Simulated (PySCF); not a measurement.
PySCF job for FGe, SMILES [F][Ge] (connectivity only; charge and spin as stated), charge +1, multiplicity 1, ADC(2)/aug-cc-pVDZ. The structure is a stationary point at PBE-D3(BJ)/def2-TZVPD. The multiplicity is an assumed one; other spin states were not compared.

```python
import numpy as np
from pyscf import gto, scf, dft, adc

mol = gto.M(
    atom='''
    F     0.00000000    0.00000000   -1.32773653
    Ge    0.00000000    0.00000000    0.37342590
    ''',
    basis='aug-cc-pVDZ',
    charge=1,
    spin=0,
    max_memory=1600,
    verbose=4,
)
mf = scf.RHF(mol)
mf.conv_tol = 1e-10
mf.max_cycle = 100
mf.kernel()
res = {}
for kind, nroots in (('ee', 6), ('ip', 6), ('ea', 2)):
    a = adc.ADC(mf).density_fit('aug-cc-pvdz-ri')
    a.method, a.method_type = 'adc(2)', kind
    e, v, p, x = a.kernel(nroots=nroots)
    res[kind] = (e * 27.211386245988, p)
for kind, (e, p) in res.items():
    print(kind, 'energies / eV', np.round(e, 3), 'strengths', np.round(p, 4))
```

Output:

```
PySCF version 2.14.0

[INPUT] verbose = 4
[INPUT] num. atoms = 2
[INPUT] num. electrons = 40
[INPUT] charge = 1
[INPUT] spin (= nelec alpha-beta = 2S) = 0
[INPUT] symmetry False subgroup None
[INPUT] Mole.unit = angstrom
[INPUT] Symbol           X                Y                Z      unit          X                Y                Z       unit  Magmom
[INPUT]  1 F      0.000000000000   0.000000000000  -1.327736530000 AA    0.000000000000   0.000000000000  -2.509058407280 Bohr   0.0
[INPUT]  2 Ge     0.000000000000   0.000000000000   0.373425900000 AA    0.000000000000   0.000000000000   0.705672678819 Bohr   0.0

nuclear repulsion = 89.5875867332433
number of shells = 17
number of NR pGTOs = 121
number of NR cGTOs = 59
basis = aug-cc-pVDZ
ecp = {}


[settings echo left out]
init E= -2173.98924840824
  HOMO = -0.41169215140735  LUMO = -0.0420407852561743  gap/eV = 10.05873
cycle= 1 E= -2174.4643873688  delta_E= -0.475  |g|= 0.513  |ddm|= 1.26
  HOMO = -0.751974906593334  LUMO = -0.284091185638789  gap/eV = 12.73176
cycle= 2 E= -2174.50665761942  delta_E= -0.0423  |g|= 0.387  |ddm|= 0.707
  HOMO = -0.776217954460188  LUMO = -0.26227137067708  gap/eV = 13.98520
cycle= 3 E= -2174.53088849297  delta_E= -0.0242  |g|= 0.0395  |ddm|= 0.212
  HOMO = -0.762933999221112  LUMO = -0.248245713167346  gap/eV = 14.00538
cycle= 4 E= -2174.531389716  delta_E= -0.000501  |g|= 0.0087  |ddm|= 0.053
  HOMO = -0.762082986743443  LUMO = -0.247177922166679  gap/eV = 14.01128
cycle= 5 E= -2174.53143392311  delta_E= -4.42e-05  |g|= 0.00284  |ddm|= 0.0194
  HOMO = -0.761786362127856  LUMO = -0.247316552647234  gap/eV = 13.99944
cycle= 6 E= -2174.53143965043  delta_E= -5.73e-06  |g|= 0.000667  |ddm|= 0.00751
  HOMO = -0.761729618393092  LUMO = -0.247346316147792  gap/eV = 13.99708
cycle= 7 E= -2174.53144005933  delta_E= -4.09e-07  |g|= 0.000138  |ddm|= 0.00202
  HOMO = -0.7616925556017  LUMO = -0.247337246750188  gap/eV = 13.99632
cycle= 8 E= -2174.53144007087  delta_E= -1.15e-08  |g|= 1.8e-05  |ddm|= 0.00033
  HOMO = -0.761691285641652  LUMO = -0.247336342003085  gap/eV = 13.99631
cycle= 9 E= -2174.53144007102  delta_E= -1.51e-10  |g|= 2.33e-06  |ddm|= 3.96e-05
  HOMO = -0.761691380746141  LUMO = -0.247336291623356  gap/eV = 13.99631
cycle= 10 E= -2174.53144007103  delta_E= -8.19e-12  |g|= 4.02e-07  |ddm|= 3.85e-06
  HOMO = -0.761691383417214  LUMO = -0.247336295648731  gap/eV = 13.99631
Extra cycle  E= -2174.53144007103  delta_E= 2.27e-12  |g|= 1.4e-07  |ddm|= 6.01e-07
converged SCF energy = -2174.53144007103

******** <class 'pyscf.adc.radc.RADC'> ********
******** ADC Orbital Information ********
Number of Frozen Occupied Orbitals: 0
Number of Frozen Virtual Orbitals: 0
Number of Active Occupied Orbitals: 20
Number of Active Virtual Orbitals: 39
*****************************************
******** <class 'pyscf.df.df.DF'> ********
auxbasis = aug-cc-pvdz-ri
Reference correlation energy (doubles): -0.29717471
MP2 correlation energy of reference state (a.u.) = -0.29717471

******** <class 'pyscf.adc.radc_ee.RADCEE'> ********
max_space = 12
max_cycle = 50
conv_tol = 1e-08

*************************************************************
        ADC calculation summary (singlet states only)
*************************************************************
adc(2) root 0  |  Energy (Eh) =   0.2383443470  |  Energy (eV) =   6.48568003  |  Osc. strength = 0.10445524  |  conv = True
adc(2) root 1  |  Energy (Eh) =   0.2383443470  |  Energy (eV) =   6.48568003  |  Osc. strength = 0.10445524  |  conv = True
adc(2) root 2  |  Energy (Eh) =   0.2551185993  |  Energy (eV) =   6.94213069  |  Osc. strength = 0.00000000  |  conv = True
adc(2) root 3  |  Energy (Eh) =   0.2551186060  |  Energy (eV) =   6.94213087  |  Osc. strength = 0.00000000  |  conv = True
adc(2) root 4  |  Energy (Eh) =   0.2569746576  |  Energy (eV) =   6.99263661  |  Osc. strength = 0.00000000  |  conv = True
adc(2) root 5  |  Energy (Eh) =   0.2666718042  |  Energy (eV) =   7.25650941  |  Osc. strength = 0.10075916  |  conv = True

******** <class 'pyscf.adc.radc.RADC'> ********
******** ADC Orbital Information ********
Number of Frozen Occupied Orbitals: 0
Number of Frozen Virtual Orbitals: 0
Number of Active Occupied Orbitals: 20
Number of Active Virtual Orbitals: 39
*****************************************
******** <class 'pyscf.df.df.DF'> ********
auxbasis = aug-cc-pvdz-ri
Reference correlation energy (doubles): -0.29717471
MP2 correlation energy of reference state (a.u.) = -0.29717471

******** <class 'pyscf.adc.radc_ip.RADCIP'> ********
max_space = 12
max_cycle = 50
conv_tol = 1e-08

*************************************************************
        ADC calculation summary (doublet states only)
*************************************************************
adc(2) root 0  |  Energy (Eh) =   0.7263980575  |  Energy (eV) =  19.76629795  |  Spec. factor = 1.81680795  |  conv = True
adc(2) root 1  |  Energy (Eh) =   0.7443979772  |  Energy (eV) =  20.25610071  |  Spec. factor = 1.69869364  |  conv = True
adc(2) root 2  |  Energy (Eh) =   0.7443979772  |  Energy (eV) =  20.25610071  |  Spec. factor = 1.69869364  |  conv = True
adc(2) root 3  |  Energy (Eh) =   0.8987980660  |  Energy (eV) =  24.45754113  |  Spec. factor = 1.78817427  |  conv = True
adc(2) root 4  |  Energy (Eh) =   1.2759775468  |  Energy (eV) =  34.72111758  |  Spec. factor = 0.00724048  |  conv = True
adc(2) root 5  |  Energy (Eh) =   1.2759775468  |  Energy (eV) =  34.72111758  |  Spec. factor = 0.00724048  |  conv = True

******** <class 'pyscf.adc.radc.RADC'> ********
******** ADC Orbital Information ********
Number of Frozen Occupied Orbitals: 0
Number of Frozen Virtual Orbitals: 0
Number of Active Occupied Orbitals: 20
Number of Active Virtual Orbitals: 39
*****************************************
******** <class 'pyscf.df.df.DF'> ********
auxbasis = aug-cc-pvdz-ri
Reference correlation energy (doubles): -0.29717471
MP2 correlation energy of reference state (a.u.) = -0.29717471

******** <class 'pyscf.adc.radc_ea.RADCEA'> ********
max_space = 12
max_cycle = 50
conv_tol = 1e-08

*************************************************************
        ADC calculation summary (doublet states only)
*************************************************************
adc(2) root 0  |  Energy (Eh) =  -0.2678581160  |  Energy (eV) =  -7.28879059  |  Spec. factor = 1.92731190  |  conv = True
adc(2) root 1  |  Energy (Eh) =  -0.2678581160  |  Energy (eV) =  -7.28879059  |  Spec. factor = 1.92731190  |  conv = True
ee energies / eV [6.486 6.486 6.942 6.942 6.993 7.257] strengths [0.1045 0.1045 0.     0.     0.     0.1008]
ip energies / eV [19.766 20.256 20.256 24.458 34.721 34.721] strengths [1.8168 1.6987 1.6987 1.7882 0.0072 0.0072]
ea energies / eV [-7.289 -7.289] strengths [1.9273 1.9273]
```

Self-consistency was reached.
